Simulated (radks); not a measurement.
The numbers below are computed, except where a source is named.
Q: Ionisation of the zinc ion Zn+, [Ar] 3d10 4s1, to Zn2+, [Ar] 3d10, under several functionals. Scalar-relativistic Kohn-Sham, spin-polarised, spherical densities, finite nucleus; open shells are filled with parallel spins first; a radial shooting solver on a logarithmic mesh with Libxc functionals. Known Delta-SCF values: r2SCAN 18.543 eV; exchange-only r2SCAN 17.796 eV. What does PW91 give, and what is its highest occupied eigenvalue?

A: 18.819 eV by Delta-SCF; the 4s eigenvalue is -14.620 eV. NIST: 17.964 eV (measured).
